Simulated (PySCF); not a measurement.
A geometry optimisation on `[Si](Br)(I)(I)I`.

Computed with PBE0-D3(BJ)/def2-SVP geometry optimisation, gas phase, def2 core potentials past Kr (PySCF 2.14.0). Start geometry: GFN2-xTB. The input is one job of a driver script: a line of settings, then coordinates in Å.

Input:
```
{"job": {"xc": "PBE0", "basis": "def2-SVP", "d3": "d3bj", "grid": 1, "maxiter": 30, "shake": 0.01, "kind": "geom"}, "charge": 0, "multiplicity": 1}
Br    -1.422240     0.195770     1.726940
Si    -0.025740    -0.000530     0.020280
I      2.105110    -0.858150     0.872230
I      0.347640     2.211480    -1.031480
I     -0.971190    -1.582540    -1.625860
```

Output:
```
step   0  E = -3756.14838476  max force = 0.008888
step   1  E = -3756.14578575  max force = 0.014760
step   2  E = -3756.14839624  max force = 0.009447
step   3  E = -3756.14923161  max force = 0.001713
step   4  E = -3756.14924922  max force = 0.000452
step   5  E = -3756.14924979  max force = 0.000109
optimisation converged
```

Energies in Eh; «max force» is the largest Cartesian gradient component in Eh/bohr.

Question: At which steps does the energy rise by more than 1e-5 Eh?

Answer: At step 1 (+2.60 mEh).

Summary of the converged run: final energy -3756.14925 Eh after 5 steps; dipole 0.31 D.

Question: How long does this job take on Arm Neoverse V1, one thread, shared host with 32 logical CPUs at a one-minute load of 16? And the peak memory of the process?

Answer: About 94 s, with 0.58 GiB resident at the peak, the Python interpreter and its libraries included.
Labels such as C1 count atoms from 1, the log's own numbers from 0.
